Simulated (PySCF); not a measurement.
Si(Cl)2(F)(GeH3) (Cl2FGeH3Si), SMILES F[Si](Cl)(Cl)[GeH3]. Heavy atoms are numbered as in [F:1][Si:2]([Cl:3])([Cl:4])[GeH3:5]. Hydrogens are named by the atom that carries them.

Geometry: ωB97X-D3(BJ)/def2-SVP.

Method: PySCF with B3LYP/pcSseg-1.

GIAO shieldings, no solvent; atoms alike by connectivity are averaged. δ = σ(ref) − σ: ¹⁹F against CFCl3 (σ = 161.7 ppm); ²⁹Si against TMS (σ = 338.7 ppm); ³⁵Cl against HCl (σ = 933.3 ppm); ⁷³Ge against GeH4 (σ = 1631.8 ppm); ¹H against TMS (σ = 31.68 ppm), references at their B3LYP-D3(BJ)/def2-TZVP geometries, non-relativistic (without spin–orbit terms, shifts of atoms bonded to Cl or Br come out too high).

Computed chemical shifts:
| nucleus | atoms | count | δ (ppm) |
|---|---|---|---|
| ¹⁹F | F1 | 1 | -109.4 |
| ²⁹Si | Si2 | 1 | 30.4 |
| ³⁵Cl | Cl3 | 2 | 157.0 |
| ⁷³Ge | Ge5 (GeH3) | 1 | 4.9 |
| ¹H | H on Ge5 | 3 | 3.88 |
